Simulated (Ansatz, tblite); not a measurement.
Spin states of [Ni(NH3)4]2+ (NiN4H12²⁺), formally d⁸, each relaxed with PBE0-D4/def2-SVP in Ansatz. Electronic energies in the gas phase.

The xTB rows come from tblite. LC-ωPBE has ω = 0.4 bohr⁻¹. B3LYP takes the VWN-RPA correlation.

Singlet geometry:

```xyz
17

Ni    0.000    0.000    0.000
N    -0.725   -1.046    1.479
H    -1.746   -1.157    1.426
H    -0.544   -0.622    2.397
H    -0.367   -2.002    1.573
N    -0.865    1.599    0.707
H    -0.196    2.280    1.088
H    -1.538    1.449    1.466
H    -1.403    2.112   -0.003
N     0.758    1.053   -1.457
H     1.767    0.904   -1.577
H     0.666    2.070   -1.373
H     0.338    0.831   -2.369
N     0.833   -1.606   -0.729
H     1.605   -1.954   -0.146
H     1.239   -1.517   -1.667
H     0.179   -2.394   -0.816
```

Triplet geometry (D2d within 0.1 Å):

Cartesian coordinates in Å:
```
Ni -0.0014 0.0005 0.0003
N 0.6017 1.9968 -0.0924
H 0.7409 2.3541 -1.0449
H 1.4908 2.1853 0.3847
H -0.0614 2.6536 0.3345
N 1.9076 -0.7171 -0.4444
H 2.5654 -0.6897 0.3435
H 2.3835 -0.2034 -1.1947
H 1.9213 -1.6950 -0.7560
N -0.5346 -1.7211 1.0530
H -1.3496 -1.5980 1.6646
H 0.2005 -2.0754 1.6753
H -0.7779 -2.5231 0.4596
N -1.9750 0.4416 -0.5162
H -2.5285 0.8585 0.2416
H -2.5215 -0.3740 -0.8154
H -2.0618 1.1064 -1.2932
```

Run but left out: HF/STO-3G, BHLYP-D4/def2-TZVP (singlet: restricted singlet, unstable in another Hartree–Fock run and untested here); HF/def2-SVP, HF/def2-TZVP, PBE0-D4/def2-TZVP, MP2/def2-SVP, MP2/def2-TZVP, CCSD/def2-SVP, CCSD(T)/def2-SVP (singlet: restricted singlet, unstable towards broken spin symmetry); LDA (SPW92)/def2-TZVP (triplet: an occupied level 0.16 eV above an empty one).

Only these spin states were relaxed.

```tsv
level	triplet − singlet (kJ/mol)	lowest of these
GFN1-xTB	151.8	singlet
GFN2-xTB	134.2	singlet
PBE-D4/def2-TZVP	88.8	singlet
revPBE-D4/def2-TZVP	79.1	singlet
r2SCAN-D4/def2-TZVP	36.8	singlet
B3LYP-D4/def2-TZVP	30.7	singlet
LC-ωPBE/def2-TZVP	38.4	singlet
```

```json
{"state": "singlet", "donor atoms": "4", "mean metal–ligand distance (Å)": "1.951", "range (Å)": "1.95–1.95", "Mulliken spin on the metal (PBE0)": "0"}
{"state": "triplet", "donor atoms": "4", "mean metal–ligand distance (Å)": "2.087", "range (Å)": "2.09–2.09", "Mulliken spin on the metal (PBE0)": "1.79"}
```

⟨S²⟩ at PBE0-D4/def2-TZVP: singlet 0.00 (pure 0.00), triplet 2.00 (pure 2.00).

The xTB methods have no term that favours high spin, so they put low spin too low.
